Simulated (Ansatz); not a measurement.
Ansatz (a first-principles code) input (B3LYP/LANL2DZ): The .json file is the Basis Set Exchange's LANL2DZ.

Ansatz 0.2 input:
```yaml
crystal:
  periodic: [false, false, false]
  atoms:
    - {symbol: Bi, position_ang: [0.00044982, -0.00166659, 0.25383416]}
    - {symbol: F, position_ang: [-1.37167859, -1.02994141, -0.78467261]}
    - {symbol: F, position_ang: [-0.21263127, 1.70933239, -0.76874137]}
    - {symbol: F, position_ang: [1.58016150, -0.66402128, -0.78750108]}
basis:
  gaussian:
    orbitals: LANL2DZ.json
hamiltonian:
  xc: {name: B3LYP}
output: {forces: true}
```

Output:

```
Functional definition: B3LYP
integrals: 0.01 GiB planned
365 factors; integrals over basis functions are off by at most 1.5e-4 eV
mean field: 0.09 GiB planned
mean field evaluation 1: about -8294.6715 eV, gradient 6.2e1 eV
mean field evaluation 2: about -8267.0648 eV, gradient 1.4e2 eV
mean field evaluation 4: about -8302.3514 eV, gradient 1.1e0 eV
mean field evaluation 8: about -8302.3430 eV, gradient 9.2e-2 eV
mean field evaluation 16: about -8302.3430 eV, gradient 6.4e-6 eV
mean field -8302.34300773 eV, -305.1054780038 hartree, gradient 6.8e-6 eV, S^2 0.000000; 0 other end points of the search recorded, 0 dependent functions left out
the calculation of the forces begins
reference -8302.34318474 eV, -305.1054845088 hartree; 16, 16 occupied and 19, 19 virtual orbitals, 365 factors
Total energy: -8302.34318474 eV, -305.1054845088 hartree
Atom 0 at     0.000450    -0.001667     0.253834 Å, force    -0.001075     0.002964    -0.477715 eV/Å
Atom 1 at    -1.371679    -1.029941    -0.784673 Å, force     0.146271     0.109227     0.159818 eV/Å
Atom 2 at    -0.212631     1.709332    -0.768741 Å, force     0.022842    -0.182442     0.157950 eV/Å
Atom 3 at     1.580161    -0.664021    -0.787501 Å, force    -0.168038     0.070251     0.159947 eV/Å
Dipole moment:     0.002170    -0.008040     1.224588 e Å
```

The geometry given is a B3LYP-D3(BJ)/def2-TZVP minimum.
